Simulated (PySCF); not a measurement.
Point groups of optimised structures. Computed with PBE0-D3(BJ)/def2-SVP geometry optimisation, gas phase (PySCF). The symmetry is that of the one conformer found, every atom within 0.08 Å of its image; none is proved a minimum here.

**Question.** `[CH2:1]=[CH:2][S:3](=[O:4])(=[O:5])[O:6][CH3:7]` with C1–C2–S3–O4 -135°, C2–S3–O6–C7 91°: symmetry, top, dipole?

**Answer.** C1; asymmetric top; symmetry number 1; this conformer is chiral (no improper operation); dipole 4.11 D.

**Question.** `[CH2:1]1[CH2:2][SiH2:3]1`: symmetry, top, dipole?

**Answer.** C2v; asymmetric top; symmetry number 2; 4 operations, which sort the 9 atoms into 4 sets; dipole 0.07 D; A, B, C = 18653, 9169, 7304 MHz; heavy atoms equivalent by symmetry: C1/C2.

**Question.** `[CH2:1]=[CH:2][CH+:3][CH3:4]` (charge +1) with C1–C2–C3–C4 0°, H–C4–C3–C2 0° (nearest H): symmetry, top, dipole?

**Answer.** Cs; asymmetric top; symmetry number 1; 2 operations, which sort the 11 atoms into 10 sets; dipole about the centre of mass 0.17 D, in the ab plane, which is the mirror; heavy atoms equivalent by symmetry: none.

**Question.** Point group, rotor type and polarity of `[CH3:1][CH2:2][P:3]([CH2:4][CH2:5][PH2:6])[CH:7]([CH3:8])[CH3:9]` with C1–C2–P3–C4 160°, C2–P3–C4–C5 -82°, P3–C4–C5–P6 -176°, C4–C5–P6–H -76° and -170°, C2–P3–C7–C8 61°?

**Answer.** C1; asymmetric top; symmetry number 1; this conformer is chiral (no improper operation); dipole 1.59 D.

**Question.** Point group, rotor type and polarity of `[Br][Zn][Br]`?

**Answer.** D∞h; linear; symmetry number 2; dipole forbidden by symmetry (computed 0.03 D).

**Question.** `[NiH]` [radical]: symmetry, top, dipole?

**Answer.** C∞v; linear; symmetry number 1; dipole 2.27 D, along the axis.
